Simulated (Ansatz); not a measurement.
Species: CH₃S, charge 1, multiplicity 1. It need not be the lowest isomer of its formula. 
Geometry from a B3LYP-D3(BJ)/def2-TZVP (Ansatz, a program for electronic structure) optimisation:
```
C
H 1 1.0849
H 1 1.0866 2 119.09
S 1 1.6164 2 123.40 3 -180.00
H 4 1.3569 1 98.82 2 0.00
```
Charge +1, spin multiplicity 1.

Basis-set convergence of Hartree-Fock and CCSD correlation energies (hartree) with Ansatz. Cores are frozen in the correlated levels unless marked. No spin-orbit coupling. No relativistic terms.

| basis | functions | E(HF) | E(corr, CCSD) |
|---|---|---|---|
| def2-SVP | 47 | -436.67376 | -0.29151 |
| def2-TZVPP | 115 | -436.86254 | -0.35455 |
| def2-QZVPP | 217 | -436.87581 | -0.37408 |

Extrapolating the two largest sets (X = 3 and 4) as X^-3: E(corr) = (64·(-0.37408) - 27·(-0.35455))/37 = -0.3883 Eh, an estimate of the basis-set limit. The largest set recovers 96.3 % of it, the smallest 75.1 %.
